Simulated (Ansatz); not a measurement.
A single point on C$_{2}$H$_{6}$BClSi, SMILES `Cl[SiH]1CBC1`.

```yaml
crystal:
  periodic: [false, false, false]
  atoms:
    - {symbol: Cl, position_ang: [-2.093454, -1.139978, -1.576060]}
    - {symbol: Si, position_ang: [-1.043234, 0.006225, -0.226151]}
    - {symbol: C, position_ang: [0.146317, -0.906226, 0.911870]}
    - {symbol: B, position_ang: [1.021341, 0.351318, 0.578666]}
    - {symbol: C, position_ang: [0.547184, 0.798338, -0.847325]}
    - {symbol: H, position_ang: [-2.023012, 0.905713, 0.422138]}
    - {symbol: H, position_ang: [0.425849, -1.767109, 0.288820]}
    - {symbol: H, position_ang: [-0.049377, -1.230598, 1.929123]}
    - {symbol: H, position_ang: [1.606659, 1.030747, 1.370354]}
    - {symbol: H, position_ang: [0.860463, 0.081066, -1.618560]}
    - {symbol: H, position_ang: [0.666468, 1.813603, -1.212474]}
basis:
  gaussian: {orbitals: def2-QZVPP}
correlation: {method: mp2}
```

```sh
$ ansatz run in.yaml --threads 4 --pin off --events-out ev --progress --plain --max-ram 10444MiB
```

Shortened log:

```
Functional definition: HF
2890 factors; integrals over basis functions are off by at most 8.0e-4 eV
mean field evaluation 1: about -23192.3290 eV, gradient 4.1e1 eV
mean field evaluation 2: about -23192.4732 eV, gradient 4.1e1 eV
mean field evaluation 4: about -23196.9364 eV, gradient 3.6e0 eV
mean field evaluation 8: about -23196.9977 eV, gradient 2.4e-1 eV
mean field -23196.99805955 eV, -852.4739551984 hartree, gradient 1.9e-6 eV, S^2 0.000000; 0 other end points of the search recorded, 0 dependent functions left out
13 core orbitals not correlated: weight in the atoms' cores, before any rotation towards them, 1.000 or more for the frozen orbitals, at most 0.000 for the correlated occupied ones
reference -23196.99805955 eV, -852.4739551984 hartree; 14, 14 occupied and 464, 464 virtual orbitals, 2890 factors
second order -21.87928340 eV of doubles, -0.00000000 eV of singles
Total energy: -23218.87734295 eV, -853.2780040331 hartree
```

Hardware: 4 threads of an Arm Neoverse V1 on a shared host. Wall time 26 s, peak host memory 3.3 GiB.
